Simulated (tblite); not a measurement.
A tight-binding relaxation on `C[C@H](C=O)[C@@H](C)[S]` [radical].

Computed with GFN2-xTB geometry optimisation, gas phase (tblite 0.8.0). Start geometry: from a force field or distance geometry. The command runs a driver script over a list of jobs; the input below is this job's line of settings and its coordinates in Å.

Command:
```bash
OMP_NUM_THREADS=1 python probes_run.py task.json out
```

Input:
```
{"job": {"kind": "relax", "xc": "GFN2-xTB", "basis": "xTB"}, "charge": 0, "multiplicity": 2}
C      1.399100    -0.922300    -0.397400
C      0.363600     0.172600    -0.754000
C      0.809600     1.499500    -0.144900
O      1.892000     1.716300     0.375600
C     -1.062600    -0.249000    -0.308300
C     -1.295400    -0.203100     1.197100
S     -2.313700     0.836600    -1.132000
H      1.107000    -1.878100    -0.824300
H      1.505000    -1.048600     0.686700
H      2.374500    -0.663200    -0.790100
H      0.400100     0.298000    -1.836400
H      0.085200     2.333700    -0.272200
H     -1.216200    -1.287000    -0.621100
H     -0.574500    -0.852600     1.717400
H     -2.297100    -0.551100     1.464500
H     -1.184200     0.807200     1.628000
```

Output:
```
step      E/eV     max force
  0    -613.42436    1.978
  1    -613.46360    2.340
  2    -613.50361    0.471
  3    -613.51899    0.379
  4    -613.53702    0.321
  5    -613.54049    0.179
  6    -613.54437    0.145
  7    -613.54656    0.168
  8    -613.54884    0.129
  9    -613.55029    0.105
... (54 lines left out)
 64    -613.57828    0.018
 65    -613.57833    0.021
 66    -613.57839    0.018
 67    -613.57844    0.019
 68    -613.57849    0.018
 69    -613.57854    0.021
 70    -613.57860    0.025
 71    -613.57865    0.023
 72    -613.57868    0.014
 73    -613.57870    0.010
```

«max force» is the largest atomic force in eV/Å.

**Question.** From which step on does the largest force stay under 0.1 eV/Å, and how much energy is left to gain from there?

**Answer.** From step 17 (0.074 eV/Å), 13.3 meV above the end.

Main results: energy lowered by 3.6 kcal/mol over 73 steps; largest atomic force 0.010 eV/Å at the end.

On Arm Neoverse V2, one thread (shared host), this took 0.36 s wall.
Labels such as C1 count atoms from 1, the log's own numbers from 0.
